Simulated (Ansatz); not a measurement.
Input file for Ansatz (a quantum-chemistry and plane-wave program): R-PBE/def2-TZVPP on BH3OS (SMILES OBS), a point of a torsion scan.

Ansatz 0.2 input:
```yaml
crystal:
  periodic: [false, false, false]
  atoms:
    - {symbol: O, position_ang: [-1.15222571, -0.70590592, -0.01574139]}
    - {symbol: B, position_ang: [-0.16529845, 0.18574196, 0.12989671]}
    - {symbol: S, position_ang: [1.43941168, -0.43754305, 0.61961639]}
    - {symbol: H, position_ang: [-2.01590735, -0.38975232, -0.27704462]}
    - {symbol: H, position_ang: [-0.27629397, 1.34265578, -0.03992369]}
    - {symbol: H, position_ang: [1.08935247, -1.71540345, 0.68533063]}
basis:
  gaussian:
    orbitals: def2-TZVPP
hamiltonian:
  xc: {name: PBE}
scf: {lower_state_search: off}
```

It printed:

```
WARN ansatz: RAYON_NUM_THREADS=1 ignored (pool sized by the plan → 1); use --threads N
Functional definition: PBE
these checks for a lower state are left out or cut short: stability, starts, cluster_reference, orbital_swaps, neighbouring_geometries, increment
integrals: 0.05 GiB planned
781 factors; their error is unknown
mean field: 0.40 GiB planned
mean field evaluation 1: about -13596.3126 eV, gradient 6.0e1 eV
mean field evaluation 2: about -13566.3124 eV, gradient 1.3e2 eV
mean field evaluation 4: about -13602.8170 eV, gradient 9.8e0 eV
mean field evaluation 8: about -13603.0474 eV, gradient 1.8e-1 eV
mean field evaluation 16: about -13603.0393 eV, gradient 5.5e-5 eV
mean field -13603.03934744 eV, -499.9024755471 hartree, gradient 4.0e-6 eV, S^2 0.000000; 0 other end points of the search recorded, 0 dependent functions left out
reference -13603.03938144 eV, -499.9024767967 hartree; 16, 16 occupied and 130, 130 virtual orbitals, 781 factors
Total energy: -13603.03938144 eV, -499.9024767967 hartree
Checks for a lower state left out: stability, starts, cluster_reference, orbital_swaps, neighbouring_geometries, increment
```

The calculation finished and met its thresholds.

Cost: roughly 1.2 core-seconds.
